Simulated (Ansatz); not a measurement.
Reaction (ligand exchange at the Si–C bond): `B[SiH2]CF` + HCl → `B[SiH2]Cl` + `CF`

Computed with Ansatz on PBE0-D4/def2-TZVP structures; ΔE is electronic, products minus reactants. CBS: MP2 limit from def2 TZ/QZ plus the TZ coupled-cluster correction, frozen cores. This one scheme is used for every species. Functionals use def2-TZVPP. Each species was taken in one conformer, which may not be the lowest.

`B[SiH2]CF`:

Cartesian coordinates in Å:
```
B -0.602 1.751 0.235
Si 0.652 0.179 0.216
C -0.188 -1.418 -0.369
F 0.702 -2.487 -0.376
H -0.199 2.818 0.595
H -1.748 1.685 -0.100
H 1.198 -0.032 1.588
H 1.798 0.486 -0.689
H -1.028 -1.680 0.284
H -0.585 -1.301 -1.384
```

HCl:

Cartesian coordinates in Å:
```
Cl 0.567 -0.026 0.294
H -0.567 0.026 -0.294
```

`B[SiH2]Cl`:

Cartesian coordinates in Å:
```
B -0.848 -0.445 -0.780
Si 0.535 0.190 0.523
Cl 1.016 2.187 0.315
H -1.175 -1.595 -0.736
H -1.363 0.260 -1.593
H 0.045 -0.008 1.914
H 1.791 -0.590 0.356
```

`CF`:

Cartesian coordinates in Å:
```
C -0.054 -0.024 -0.015
F 1.162 0.522 0.329
H -0.773 0.781 -0.181
H -0.399 -0.669 0.797
H 0.064 -0.610 -0.929
```

(1) Is it downhill or uphill in electronic energy at CCSD(T)/CBS, and by how much? (Best estimate.)

(2) What do these levels give: CAM-B3LYP-D4, B2PLYP, revPBE, BLYP, r2SCAN, PBE0, BHLYP, CAM-B3LYP, CCSD(T)/def2-SVP, SCS-MP2/def2-TZVPP, MP2/CBS(def2), CCSD/CBS(def2)? (An estimate is asked.)

Largest T1 diagnostic among the species: 0.012.

Results:

(1) Computed: Downhill: ΔE = -117.2 kJ/mol.

(2) The calculation gave: CAM-B3LYP-D4 -115.6, B2PLYP -119.1, revPBE -112.3, BLYP -113.7, r2SCAN -117.0, PBE0 -115.9, BHLYP -123.6, CAM-B3LYP -116.4, CCSD(T)/def2-SVP -111.7, SCS-MP2/def2-TZVPP -120.9, MP2/CBS(def2) -124.0, CCSD/CBS(def2) -118.9 kJ/mol.

In def2-TZVPP, CCSD(T) changes the Hartree–Fock value by +18.6 kJ/mol (the triples alone add +1.7 kJ/mol) and MP2 by +11.8 kJ/mol. Leaving LDA and LC-ωPBE aside and taking each functional with its dispersion term where it has one, the values, not all of them listed here, spread over 13.9 kJ/mol, from BHLYP-D4 to revPBE-D4. LDA lies +6.8 kJ/mol from PBE without D4. From PBE to PBE0 (25 % exact exchange), in def2-TZVPP and without D4, ΔE moves by −5.5 kJ/mol.
